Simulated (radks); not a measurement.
Q: Isoelectronic series with 1 electrons, all held in the configuration 1s1, which need not be the ground one along the series. Calculated with a radial shooting solver on a logarithmic mesh with Libxc functionals: scalar-relativistic Kohn-Sham, PBE, spin-polarised, spherical densities, finite nucleus; open shells are filled with parallel spins first (spin-orbit coupling, left out, can overturn this in heavy ions); Fermi nuclear charge, rms radius of each element as measured or else 0.836 A^(1/3) + 0.57 fm. Total energies (hartree) and orbital eigenvalues (hartree):

ion,E (hartree),1s up
H,-0.50000,-0.27909
F8+,-40.49197,-38.44042
Cl16+,-144.95746,-141.0585
Mn24+,-314.99246,-309.2156
As32+,-552.43151,-544.7301
In48+,-1241.22517,-1229.458
La56+,-1701.1664,-1687.211
Tb64+,-2246.2762,-2229.986
Ta72+,-2885.1395,-2866.324
Tl80+,-3629.3479,-3607.759

Estimate the row of Nb40+.

A: E (hartree) -859.95108; 1s up -850.2602.
